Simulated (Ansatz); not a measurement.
Ansatz (an electronic-structure program) input (B3LYP-D3(BJ)/def2-TZVP):

Ansatz 0.2 input:
```yaml
crystal:
  periodic: [false, false, false]
  atoms:
    - {symbol: O, position_ang: [-1.58804223, -0.28152534, 0.16589570]}
    - {symbol: C, position_ang: [-0.42971872, 0.46518820, 0.35713532]}
    - {symbol: C, position_ang: [0.81767272, -0.27684265, -0.13132605]}
    - {symbol: F, position_ang: [0.68693079, -0.63396721, -1.42196439]}
    - {symbol: F, position_ang: [1.91119891, 0.49278167, -0.04941629]}
    - {symbol: F, position_ang: [1.06897911, -1.39374875, 0.55341464]}
    - {symbol: H, position_ang: [-1.69502771, -0.49765781, -0.76952611]}
    - {symbol: H, position_ang: [-0.33040657, 0.63692114, 1.43171594]}
    - {symbol: H, position_ang: [-0.45674570, 1.43134862, -0.16767418]}
basis:
  gaussian:
    orbitals: def2-TZVP
hamiltonian:
  xc: b3lyp
  dispersion: d3bj
relax: {f_tol: 0.002, max_steps: 150}
```

End of the output:

```
mean field -12326.06449515 eV, -452.9745152903 hartree, gradient 1.4e-5 eV, S^2 0.000000; 0 other end points of the search recorded, 0 dependent functions left out
the calculation of the forces begins
reference -12326.06469343 eV, -452.9745225767 hartree; 25, 25 occupied and 179, 179 virtual orbitals, 1111 factors
relax step   7: F+E_penalty+E_count = -12326.29169320 eV  Δ(F+E_penalty+E_count) = -9.398e-6 eV  max|allowed force component| = 3.216e-3 eV/Å  Δτ_max = 0.0021 Å  (32 SCF iters, accepted)
these checks for a lower state are left out or cut short: starts, cluster_reference, orbital_swaps, neighbouring_geometries, increment
integrals: 0.11 GiB planned
1111 factors; their error is unknown
mean field: 1.03 GiB planned
mean field evaluation 64: about -12326.0642 eV, gradient 5.4e-1 eV
mean field -12326.06448725 eV, -452.9745150000 hartree, gradient 1.4e-5 eV, S^2 0.000000; 0 other end points of the search recorded, 0 dependent functions left out
the calculation of the forces begins
reference -12326.06468554 eV, -452.9745222868 hartree; 25, 25 occupied and 179, 179 virtual orbitals, 1111 factors
relax step   8: F+E_penalty+E_count = -12326.29169437 eV  Δ(F+E_penalty+E_count) = -1.163e-6 eV  max|allowed force component| = 6.001e-4 eV/Å  Δτ_max = 0.0010 Å  (32 SCF iters, accepted)
integrals: 0.11 GiB planned
1111 factors; their error is unknown
mean field: 1.03 GiB planned
mean field -12326.06448725 eV, -452.9745150000 hartree, gradient 1.4e-5 eV, S^2 0.000000; 1 other end points of the search recorded, 0 dependent functions left out
the calculation of the forces begins
reference -12326.06468554 eV, -452.9745222868 hartree; 25, 25 occupied and 179, 179 virtual orbitals, 1111 factors
Total energy: -12326.29189265 eV, -452.9828719941 hartree
Atom 0 at    -1.585318    -0.314051     0.184522 Å, force    -0.000584    -0.000600    -0.000173 eV/Å
Atom 1 at    -0.421238     0.455149     0.345849 Å, force     0.000068     0.000322     0.000158 eV/Å
Atom 2 at     0.821643    -0.277884    -0.131628 Å, force     0.000230     0.000532     0.000200 eV/Å
Atom 3 at     0.706788    -0.616968    -1.437518 Å, force     0.000195    -0.000448    -0.000281 eV/Å
Atom 4 at     1.909115     0.508151    -0.010870 Å, force    -0.000021    -0.000133    -0.000033 eV/Å
Atom 5 at     1.052277    -1.406741     0.553358 Å, force    -0.000015    -0.000355    -0.000404 eV/Å
Atom 6 at    -1.732411    -0.470029    -0.755675 Å, force     0.000148     0.000025     0.000163 eV/Å
Atom 7 at    -0.304653     0.655378     1.410124 Å, force    -0.000106     0.000361     0.000565 eV/Å
Atom 8 at    -0.461361     1.409493    -0.189908 Å, force     0.000084     0.000296    -0.000195 eV/Å
Dipole moment:    -0.193558     0.291209    -0.112728 e Å
```
